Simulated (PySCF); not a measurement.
BH2O3, SMILES [O-]B(O)O, charge -1. Atoms are numbered in the order given.

```xyz
6

O      0.0000     1.1715    -0.7241
B      0.0000     0.0000     0.1083
O      0.0000    -1.1715    -0.7241
O      0.0000     0.0000     1.4070
H      0.0000     1.9086    -0.1058
H      0.0000    -1.9086    -0.1058
```
Charge -1, spin multiplicity 1.

Coordinates come from a B3LYP-D3(BJ)/def2-SVPD optimisation. One conformer was computed; it need not be the lowest.

Two levels are set side by side: PBE/pcSseg-2 (PySCF) and PBE0/pcSseg-2 (PySCF). GIAO shifts against BF3 (¹¹B), H2O (¹⁷O), TMS (¹H) at the same level; non-relativistic, no solvent, atoms listed together averaged. Differences are taken from unrounded values.

```tsv
quantity	PBE0
δ(¹⁷O) of O1, O3 (ppm)	74.4
δ(¹¹B) of B2 (ppm)	7.5
δ(¹⁷O) of O4 (ppm)	146.4
δ(¹H) of H5, H6 (ppm)	0.81
```

Q: What does PBE give, and how far is it from PBE0? (Estimate from the structure and the level; the computed values follow.)

A: 
| quantity | PBE | PBE minus PBE0 |
|---|---|---|
| δ(¹⁷O) of O1, O3 (ppm) | 80.4 | 6.0 |
| δ(¹¹B) of B2 (ppm) | 6.9 | -0.6 |
| δ(¹⁷O) of O4 (ppm) | 153.6 | 7.2 |
| δ(¹H) of H5, H6 (ppm) | 0.62 | -0.19 |

Rough cost on one machine, each run with all the roots and properties that it gave: PBE0 against PBE within a factor of 2.
